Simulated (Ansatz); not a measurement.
Q: Name a neutral molecule of F, Sb and H with size of the dipole moment (ωB97M-V/def2-TZVPP) between 2.50 and 2.80 D and ideal-gas entropy at 298 K and 1 bar (rigid rotor, harmonic PBE0-D4/def2-TZVP) between 344 and 360 J/(mol·K) (Ansatz, PBE0-D4/def2-TZVP geometry).

A: `[F][SbH][SbH2]` (2.58 D, 347 J/(mol·K)). Other molecules can fit too; these were computed, each in one conformer that needn't be the lowest.
